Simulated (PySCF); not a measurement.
## From computed data to an observable: entropy of an ideal gas

NbOCl3, SMILES [O]=[Nb]([Cl])([Cl])[Cl], multiplicity 1.

Geometry optimised at B3LYP-D3(BJ)/def2-SVP. The spin state was assumed, not searched. The isomer is the one that the SMILES or the coordinates give; other isomers of the formula were not compared. The def2 effective core potentials stand for the cores of Nb; spin–orbit coupling is left out.

B3LYP-D3(BJ)/def2-SVP (PySCF) gives the harmonic wavenumbers 105, 105, 129, 219, 219, 390, 442, 442, 1046 cm⁻¹ and the rotational temperatures 0.0711, 0.0711, 0.0478 K. The molar mass is 215.26 g/mol, the symmetry number 3, the spin multiplicity 1.

**Question.** Work out the entropy at 298.15 K and 1 atm in the rigid-rotor, harmonic-oscillator model.

**Answer.** 
Translation (Sackur–Tetrode at 1 atm): S = R[1.5 ln M + 2.5 ln T − 1.16487] = 175.7 J/(mol K).
Rotation: q = (√π/σ) T^1.5/√(θA θB θC) = 196000, S = R[ln q + 3/2] = 113.8 J/(mol K).
Vibration: with u = 1.4388 ν/T, each mode gives R[u/(e^u − 1) − ln(1 − e^−u)]:
| ν (cm⁻¹) | modes | u | S (J/(mol K)) |
|---|---|---|---|
| 105 | 2 | 0.51 | 28.11 |
| 129 | 1 | 0.62 | 12.39 |
| 219 | 2 | 1.06 | 16.46 |
| 390 | 1 | 1.88 | 4.18 |
| 442 | 2 | 2.13 | 6.86 |
| 1046 | 1 | 5.05 | 0.32 |
These are all the modes. Sum 68.3 J/(mol K).
Spin: R ln 1 = 0.0 J/(mol K).
Total 357.9 J/(mol K); the program's own thermochemistry gives 357.8. Translation makes up 49 % and vibration 19 %. Anharmonicity, hindered rotation and orbital degeneracy are left out.
